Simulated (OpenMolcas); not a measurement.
Dy2+ among 8 point charges of -1.5 e arranged as a hexagonal bipyramid (D6h). The axial distance is 1.19 times the equatorial one, R.

```json
{
 "Program": "OpenMolcas",
 "Method": "CASSCF",
 "Basis": "ANO-RCC-VTZP [8s7p5d3f2g1h]",
 "Scalar Hamiltonian": "DKH2, point nucleus",
 "Active space": "10 electrons in 7 orbitals (4f)",
 "State averaging": "2S+1 = 5 even, 35 roots (33 in the spin-orbit step); 2S+1 = 3 even, 106 roots kept (CI in the orbitals of an earlier block); 2S+1 = 1 even, 41 roots kept (CI in the orbitals of an earlier block, 31 in the spin-orbit step)",
 "Spin-orbit coupling": "state interaction with AMFI integrals over the reference wave functions"
}
```

All point charges move together. At R = 2.57 Å the width of the lowest J multiplet is 872 cm-1, and at R = 3.01 Å it is 535 cm-1.

Q: A third run gives 654 cm-1. What distance was it run at?

A: With a power law R^-n the two known points give n = -ln(535 / 872) / ln(3.01 / 2.57) = 3.09. Then R = 2.57 × (872 / 654)^(1/3.09) = 2.821 Å. The run was at 2.82 Å, so the estimate is off by +0.001 Å.

High states are left out of the spin-orbit mixing, which shifts the levels that they would mix with. Point charges carry no covalency, so the field is a model and not that of real ligands. An unlabelled pair can be two single states that coincide in this model. No measured value stands beside these numbers.
